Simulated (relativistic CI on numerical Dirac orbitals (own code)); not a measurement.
## How well does a small relativistic CI reproduce Sc7+?

Method of calculation: Dirac-Coulomb-Breit CI, orbitals from a KLI potential per configuration, QED by a radiative potential, valence Slater integrals scaled by 0.9, configuration energies shifted to the measured levels that pair with them (semi-empirical) (own radial code, finite nucleus).

CI space (outside the closed core [Ne]): 3s²3p², 3s3p³, 3s²3p3d, 3s²3p4s, 3p⁴, 3s²3d², 3s3p²3d, 3p²3d², 3p³3d, 3s3p3d², 3s²3d4s, 3s²3p4p, 3s²3d4p, 3p³4s, 3s²3p4d, 3p³4p, 3s3p²4s, 3s3p3d4s, 3s²3p4f, 3s3p3d4p, 3s3p²4p, 3s²3p5s, 3s²4s², 3s²3p5p, 3s²4s4p, 3p²3d4s, 3s3p²4d, 3s²3p5d, 3s²3p5f, 3s²3p5g. Levels of other configurations are missing.

| Configuration | Term (tabulated) | J | Measured (cm⁻¹) | Computed | Error | Purity (%) |
| --- | --- | --- | --- | --- | --- | --- |
| 3s²3p² | 3P | 0 | 0.0 | 0 | 0 | 96 |
| 3s²3p² | 3P | 1 | 2271.9 | 2265 | -7 | 97 |
| 3s²3p² | 3P | 2 | 5507.7 | 5480 | -28 | 95 |
| 3s²3p² | 1D | 2 | 25026.9 | 24901 | -126 | 95 |
| 3s²3p² | 1S | 0 | 54864.4 | 53942 | -923 | 94 |
| 3s3p³ | 3D° | 1 | 179962.3 | 181353 | 1391 | 86 |
| 3s3p³ | 3D° | 2 | 180032.7 | 181419 | 1386 | 86 |
| 3s3p³ | 3D° | 3 | 180503.6 | 181901 | 1398 | 87 |
| 3s3p³ | 3P° | 0 | 207690.9 | 207495 | -196 | 88 |
| 3s3p³ | 3P° | 1 | 207761.0 | 207573 | -188 | 87 |
| 3s3p³ | 3P° | 2 | 207814.4 | 207647 | -167 | 85 |
| 3s3p³ | 3S° | 1 | 272417.4 | 271670 | -748 | 87 |
| 3s3p³ | 1P° | 1 | 281522.1 | 281685 | 163 | 79 |
| 3s²3p3d | 3P° | 2 | 319569.0 | 319268 | -301 | 57 |
| 3s²3p3d | 3P° | 1 | 322541.0 | 322049 | -492 | 83 |
| 3s²3p3d | 3P° | 0 | 323673.0 | 323153 | -520 | 86 |
| 3s²3p3d | 3D° | 1 | 329862.0 | 330165 | 303 | 82 |
| 3s²3p3d | 3D° | 2 | 330716.0 | 331037 | 321 | 82 |
| 3s²3p3d | 3D° | 3 | 331153.0 | 331475 | 322 | 86 |
| 3s²3p3d | 1F° | 3 | 363462.0 | 363929 | 467 | 96 |
| 3s²3p3d | 1P° | 1 | 372790.0 | 370884 | -1906 | 86 |
| 3s²3p4s | 3P° | 0 | 603533.0 | 603519 | -14 | 96 |
| 3s²3p4s | 3P° | 1 | 604609.0 | 604623 | 14 | 89 |
| 3s²3p4s | 3P° | 2 | 609174.0 | 609138 | -36 | 96 |
| 3s²3p4s | 1P° | 1 | 614090.0 | 614452 | 362 | 88 |

Measured levels from Sugar and Corliss, J. Phys. Chem. Ref. Data 9, 473 (1980); pairs were made by configuration, J and term (by order where the table uses no LS term), so strongly mixed levels may be paired wrongly.

Mean error by configuration (cm⁻¹): 3s²3p² -271; 3s3p³ 380; 3s²3p3d -226; 3s²3p4s 82. Over the excited levels the mean absolute error is 491 cm⁻¹ (24 of the 25 excited levels that our extract of the source holds in range could be paired, and the others can miss by more), and the median relative error of those above 1,000 cm⁻¹ is 0.11 %, both after the shifts were fitted to these levels, so that a configuration with one level shows no error.

Configurations whose levels could be paired with our table of measured levels were shifted onto them, all but the ground configuration, by the median error of their levels; single terms can still be off by 1,000 to 2,000 cm⁻¹ or more, and rates follow the energies as ν³ (E1, M1) or ν⁵ (E2). The others borrow a shift and can be off by several thousand cm⁻¹ or more. 24 of the 25 excited levels that our extract of the measured tables holds in this range could be paired (the sources list more); they are missed by 491 cm⁻¹ on average and 1906 at most, after the shifts were fitted to these levels, and levels without a partner can miss by more.

Shifts applied (cm⁻¹): 3s²3p² 0; 3s3p³ -1421; 3s²3p3d -5795; 3s²3p4s -4718.
